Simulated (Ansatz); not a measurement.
Relaxation of GaH5O4 (10 atoms, charge 0, multiplicity 1), to a largest force component of 0.03 eV/Å in at most 50 steps.

All numbers below come from Ansatz, RKS BLYP-D4/def2-SVP.

```xyz
10
Properties=species:S:1:pos:R:3:forces:R:3
Ga 0.510 -0.113 -0.078 -0.26 0.17 -0.01
H -1.619 -1.941 0.294 0.91 -2.22 0.81
O 1.494 -0.336 1.422 -0.04 0.01 0.03
O 1.132 -0.756 -1.636 0.01 -0.01 0.02
H -1.878 -1.322 0.070 -0.93 2.17 -0.81
O -1.113 0.815 -0.024 0.28 -0.12 -0.01
O -0.622 2.072 -0.703 -0.03 0.05 0.03
H 1.038 0.045 2.199 0.03 -0.01 -0.03
H 1.994 -1.198 -1.498 -0.03 0.02 0.00
H -0.934 2.734 -0.046 0.05 -0.06 -0.04
```

**Question.** Where does it end, and by what steps?

**Answer.** It converged. The force dipped under the threshold on the way, but the program's further checks kept it going. After 9 steps the energy has fallen by 0.084 eV; H10 moved furthest, 0.25 Å.

```json
{"step": "0", "energy less start (eV)": "0.0000", "largest force component (eV/Å)": "2.221", "accepted": "yes"}
{"step": "1", "energy less start (eV)": "-0.0637", "largest force component (eV/Å)": "0.676", "accepted": "yes"}
{"step": "2", "energy less start (eV)": "-0.0212", "largest force component (eV/Å)": "1.222", "accepted": "no"}
{"step": "3", "energy less start (eV)": "-0.0734", "largest force component (eV/Å)": "0.379", "accepted": "yes"}
{"step": "4", "energy less start (eV)": "-0.0741", "largest force component (eV/Å)": "0.234", "accepted": "yes"}
{"step": "5", "energy less start (eV)": "-0.0804", "largest force component (eV/Å)": "0.253", "accepted": "yes"}
{"step": "6", "energy less start (eV)": "-0.0809", "largest force component (eV/Å)": "0.192", "accepted": "yes"}
{"step": "7", "energy less start (eV)": "-0.0832", "largest force component (eV/Å)": "0.032", "accepted": "yes"}
{"step": "8", "energy less start (eV)": "-0.0839", "largest force component (eV/Å)": "0.025", "accepted": "yes"}
{"step": "9", "energy less start (eV)": "-0.0843", "largest force component (eV/Å)": "0.027", "accepted": "yes"}
```

```xyz
10
Properties=species:S:1:pos:R:3
Ga 0.460 -0.077 -0.088
H -1.618 -2.090 0.283
O 1.480 -0.189 1.401
O 1.057 -0.795 -1.623
H -1.922 -1.461 -0.037
O -1.163 0.822 -0.041
O -0.539 2.069 -0.651
H 1.025 0.208 2.170
H 1.939 -1.195 -1.487
H -0.718 2.709 0.074
```

Whether the end is a true minimum wasn't checked by a vibrational analysis.

Time of the run: 8.4 s on 2 threads of AMD EPYC 9R45 96-Core Processor (Zen 5), on a shared host, peak memory 0.17 GiB.
